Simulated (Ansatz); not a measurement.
Reaction (redistribution): `COBS` + `C[SiH2]BCl` → `C[SiH2]BS` + `COBCl`

Gas-phase electronic energies from Ansatz, PBE0-D4/def2-TZVP geometries. CCSD(T)/CBS is the MP2 limit (def2-TZVPP, def2-QZVPP) plus CCSD(T) − MP2 in def2-TZVPP, frozen cores. Functionals use def2-TZVPP. HSE06 is defined as in plane-wave codes. Each species was taken in one conformer, which may not be the lowest.

`COBS`:

Cartesian coordinates in Å:
```
C 0.264 -1.153 0.975
O -0.462 -0.570 -0.087
B -0.165 0.650 -0.565
S -1.178 1.273 -1.926
H 1.063 -0.492 1.321
H -0.420 -1.359 1.801
H 0.696 -2.095 0.632
H 0.732 1.305 -0.115
H -0.530 2.441 -2.036
```

`C[SiH2]BCl`:

Z-matrix (Å, degrees):
```
C
Si 1 1.872
H 1 1.092 2 110.6
H 1 1.092 2 111.1 3 120.3
H 1 1.092 2 110.6 3 -119.4
B 2 2.017 1 113.6 3 59.7
H 2 1.494 1 110.7 3 -61.3
H 2 1.494 1 110.7 3 -179.2
Cl 6 1.744 2 120.7 1 -0.0
H 6 1.195 2 123.8 1 180.0
```

`C[SiH2]BS`:

Z-matrix (Å, degrees):
```
C
Si 1 1.879
H 1 1.092 2 110.9
H 1 1.092 2 110.8 3 120.1
H 1 1.092 2 110.6 3 -119.9
B 2 2.007 1 112.3 3 60.8
H 2 1.495 1 109.7 3 -61.5
H 2 1.494 1 109.3 3 -178.5
S 6 1.763 2 123.7 1 -125.7
H 6 1.196 2 123.1 1 54.3
H 9 1.347 6 99.9 2 0.3
```

`COBCl`:

Z-matrix (Å, degrees):
```
C
O 1 1.416
H 1 1.091 2 108.7
H 1 1.093 2 111.5 3 120.8
H 1 1.091 2 108.6 3 -118.4
B 2 1.334 1 121.8 3 -120.7
Cl 6 1.755 2 118.3 1 -180.0
H 6 1.195 2 122.7 1 0.0
```

Problem. Is it downhill or uphill in electronic energy at CCSD(T)/CBS, and by how much? (Best estimate.)

Solution. Ansatz gave: Downhill: ΔE = -29.8 kJ/mol.

Problem. What do these levels give: r2SCANh-D4, r2SCAN0-D4, HSE06-D4, r2SCAN0, SCS-MP2/def2-QZVPP, MP2/CBS(def2)? (An estimate is asked.)

Solution. The calculation gave: r2SCANh-D4 -31.4, r2SCAN0-D4 -31.0, HSE06-D4 -31.0, r2SCAN0 -31.0, SCS-MP2/def2-QZVPP -29.3, MP2/CBS(def2) -30.7 kJ/mol.

Largest T1 diagnostic among the species: 0.014.

Leaving LDA and LC-ωPBE aside and taking each functional with its dispersion term where it has one, the values, not all of them listed here, spread over 4.4 kJ/mol, from B97M-V to ωB97X-V. In def2-TZVPP, CCSD(T) changes the Hartree–Fock value by −5.5 kJ/mol (the triples alone add −1.3 kJ/mol) and MP2 by −6.4 kJ/mol.
